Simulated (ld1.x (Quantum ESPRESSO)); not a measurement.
Which change was made? (Si, TM)

- Element: silicon
- Generator: ld1.x (Quantum ESPRESSO) 7.5
- Type: norm-conserving Troullier–Martins (Kleinman–Bylander form)
- Functional: PBE
- Relativity: scalar-relativistic
- Frozen core: [Ne]
- Valence charge: 4
- Reference configuration: 3s1.75 3p2.25
- Partial waves: 3p (bound): rc 1.75 bohr; 3d channel at -0.15 Ry: rc 1.50 bohr; 3s (bound): rc 1.65 bohr
- Local potential: the s channel
- Core correction: Bessel-smoothed model core inside 1.10 bohr

Cutoffs, loose and tight: the cutoffs (Ry, on a coarse ladder) from which the occupation-weighted sum of valence levels, in a spherical-Bessel basis at the reference potential, stays within 10 and 1 mRy of its value at 400 Ry. They do not see the model core or the augmentation charge, which bear on the density cutoff. Test errors are all-electron minus pseudo excitation energies from the reference, over the configurations 3s2 3p2; 3s2 3p1; 3s2 3p0; 3s0 3p4; 3s1 3p0; 3s1 3p2; 3s2 3p2.3; variants that change the core or the reference have their own tests. The largest error is taken over the tests solved by every variant that gives reliable tests at all, those not shown here included: 3s1 3p0; 3s2 3p0; 3s2 3p1; 3s2 3p2; 3s2 3p2.3.

The base gives: outcome: generated; cutoff, loose: 15 Ry; cutoff, tight: 40 Ry; bound ghosts: none; largest test error (meV): +47.

(1) After one change the result is: outcome: generated; cutoff, loose: 15 Ry; cutoff, tight: 40 Ry; bound ghosts: none; largest test error (meV): +63. Which change was it?
A. reference 3s2 3p0
B. wave 3s (bound): rc 1.65 bohr becomes 3s (bound): rc 1.38 bohr
C. local potential all-electron potential smoothed inside 1.60 bohr (lloc = -1)
D. core correction Bessel-smoothed model core inside 1.54 bohr
E. all radii but the core radius scaled by about 0.76 (s 1.24, p 1.32, d 1.14 bohr)

Results:

(1) C. The others give: core correction Bessel-smoothed model core inside 1.54 bohr → outcome: generated; cutoff, loose: 15 Ry; cutoff, tight: 40 Ry; bound ghosts: none; largest test error (meV): +97 | wave 3s (bound): rc 1.65 bohr becomes 3s (bound): rc 1.38 bohr → outcome: generated; cutoff, loose: 35 Ry; cutoff, tight: 80 Ry; bound ghosts: none; largest test error (meV): +55 | all radii but the core radius scaled by about 0.76 (s 1.24, p 1.32, d 1.14 bohr) → outcome: generated; cutoff, loose: 60 Ry; cutoff, tight: 120 Ry; bound ghosts: none; largest test error (meV): +57 | reference 3s2 3p0 → outcome: generated; cutoff, loose: 18 Ry; cutoff, tight: 40 Ry; bound ghosts: none; largest test error (meV): +24.
